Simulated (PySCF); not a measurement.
Molecule: SMILES N#C[SiH2][SiH2][SiH2]N, CH₈N₂Si₃.

Geometry:
```
atom   x (Å)   y (Å)   z (Å)
  N1  -0.953   2.497   0.995
  C2  -1.415   1.447   0.820
 Si3  -1.997  -0.305   0.523
 Si4  -0.348  -1.355  -0.794
 Si5   1.559   0.057  -0.861
  N6   1.945   0.829   0.631
  H7  -3.343  -0.196  -0.108
  H8  -2.127  -0.904   1.883
  H9  -0.942  -1.620  -2.144
 H10  -0.082  -2.676  -0.138
 H11   1.257   1.102  -1.884
 H12   2.718  -0.782  -1.295
 H13   1.369   1.599   0.957
 H14   2.354   0.311   1.399
```

Geometry PBE0-D3(BJ)/def2-SVP throughout; GIAO in PySCF 2.14.0 with density-fitted response routines, gas phase, one conformer, non-relativistic; equivalent atoms averaged; functional PBE0.

For orientation, pcSseg-1 gives these shifts δ (against NH3, TMS at the same level): N1 373.6, N6 0.3, C2 128.7, Si5 -49.8, Si3 -96.6, Si4 -122.5, H11/H12 5.29, H7/H8 4.28, H13/H14 0.49 ppm.

A run gave: N1 355.3, N6 1.1, C2 127.6, Si5 -48.4, Si3 -97.8, Si4 -123.2, H11/H12 5.62, H7/H8 4.56, H13/H14 0.37 ppm (shifts δ (against NH3, TMS at the same level)).

Problem. Which basis set was used in that run?
A. def2-SVP
B. 6-311+G(2d,p)
C. 6-31G
D. 6-31G*
E. def2-TZVP

Solution. B. N1 tells them apart best: 6-311+G(2d,p) gives 355.3, def2-TZVP gives 363.3, 6-31G gives 328.5, 6-31G* gives 320.3, def2-SVP gives 341.4 ppm.
